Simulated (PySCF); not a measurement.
CH2F2O2Si, SMILES F[SiH](C(=O)O)F.

Geometry optimised at B3LYP-D3(BJ)/def2-SVP. The structure was generated by enumeration, and PubChem lists no compound with its InChIKey, so it may never have been made. Other conformers were not sampled.

Level of theory: B3LYP-D3(BJ)/def2-SVP (PySCF).

Frequencies are harmonic and unscaled.

A small imaginary wavenumber (i) marks a very flat motion, where grid noise or a shallow saddle decides the sign.

Computed harmonic wavenumbers and intensities:
```
mode  ν (cm⁻¹)  IR (km/mol)  Raman (Å⁴/amu)  depolarisation  moving atoms (share of kinetic energy)
----  --------  -----------  --------------  --------------  --------------------------------------
1          14i          0.3             0.8            0.75                          O 62 %, F 31 %
2          153          1.1             1.7            0.75                 F 67 %, O 18 %, Si 12 %
3          161          0.9             0.1            0.42                   O 54 %, F 27 %, C 9 %
4          264          7.4             0.9            0.58                          F 61 %, O 29 %
5          373         35.8             1.7            0.57                 F 43 %, Si 28 %, O 21 %
6          469         75.4             8.1            0.40                         Si 54 %, O 32 %
7          524         28.5             1.8            0.75                          C 52 %, H 39 %
8          696         68.7            12.2            0.08                  O 43 %, H 30 %, C 21 %
9          723        107.1             3.7            0.75                  H 54 %, C 28 %, O 18 %
10         813         94.1            13.0            0.75                          H 70 %, F 20 %
11         836         13.2             9.8            0.75                          H 84 %, F 14 %
12         896        227.8             5.0            0.21                  F 46 %, Si 39 %, H 9 %
13         983        210.6             1.0            0.75                         Si 50 %, F 42 %
14        1165        164.6             2.1            0.68                  O 45 %, H 35 %, C 19 %
15        1325         15.5             6.3            0.40                  C 50 %, H 35 %, O 14 %
16        1833        236.2             5.1            0.61                          C 60 %, O 38 %
17        2322        106.8           130.1            0.19                                  H 96 %
18        3678         55.8           168.7            0.30                                  H 94 %
```
